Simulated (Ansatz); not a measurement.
The cluster Si8P⁻, relaxed as a singlet with RKS r2SCAN-D4/def2-SVPD in Ansatz, starting from packed atoms. Force threshold 0.02 eV/Å.

The restricted singlet is unstable towards broken spin symmetry in Hartree–Fock (as tested in another run); at r2SCAN-D4/def2-SVPD this wasn't settled. The structure comes from a short search, and lower isomers may exist.

Start:

```csv
atom,x (Å),y (Å),z (Å)
P1,0.5166,1.3897,-2.0948
Si2,0.4302,-0.4721,1.5247
Si3,-0.5270,-1.9614,0.2340
Si4,-2.0187,0.3090,1.6621
Si5,0.0245,-0.6845,-2.1336
Si6,1.6366,-1.4155,-0.1253
Si7,-0.3531,1.7673,1.1869
Si8,-1.0243,0.2823,-0.3168
Si9,1.3152,0.7852,0.0627
```

| step | energy (eV) | largest force component (eV/Å) | SCF passes |
| --- | --- | --- | --- |
| 1 | -72278.7254 | 6.423 | 24 |
| 2 | -72281.5486 | 3.392 | 36 |
| 3 | -72282.8013 | 1.235 | 30 |
| 4 | -72283.3764 | 0.862 | 29 |
| 5 | -72283.6293 | 0.529 | 29 |
| 6 | -72283.8615 | 0.517 | 29 |
| 7 | -72284.0536 | 0.209 | 29 |
| 8 | -72284.0838 | 0.345 | 30 |
| 9 | -72284.0881 | 0.229 | 31 |
| 10 | -72284.1053 | 0.069 | 23 |
| 11 (rejected) | -72284.1052 | 0.081 | 25 |
| 12 | -72284.1074 | 0.036 | 26 |
| 13 (rejected) | -72284.1048 | 0.082 | 25 |
| 14 | -72284.1080 | 0.018 | 25 |

Force components are those of the run's own axes.

End:

Cartesian coordinates in Å:
```
P 0.0787 1.5797 -1.5362
Si 0.4963 -0.4646 1.5894
Si -0.9143 -1.8746 0.0264
Si -1.7858 0.0560 1.6567
Si 0.4654 -0.7296 -1.7524
Si 1.7516 -1.6932 0.0407
Si -0.2114 1.8950 0.8332
Si -1.7734 0.3765 -0.7297
Si 1.8929 0.8547 -0.1281
```

Bonds lost: Si2–Si8, Si8–Si9 (atoms count from 1). Bonds formed: P1–Si7 (atoms count from 1).

No frequencies were taken in this run, so the end may be a saddle point.

Hardware: 4 threads of Intel Xeon on a shared host. Wall time 74 s.
